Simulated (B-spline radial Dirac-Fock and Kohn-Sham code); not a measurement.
These are calculated numbers from a radial atomic solver; the model is multi-electron Dirac-Fock with separately optimised hole states, Breit and Lamb-shift corrections added in first order. Free neutral atoms.

Problem. Order these X-ray lines by photon energy, lowest first.
A. Eu Lβ4
B. Ho Lγ3
C. Ir Lℓ
D. Lu Lβ4
E. Ce Lγ1
F. Sm Lα1

Solution. F (5635.9 eV), E (6052.6 eV), A (6440.8 eV), C (8035.9 eV), D (8610.1 eV), B (9085.9 eV).
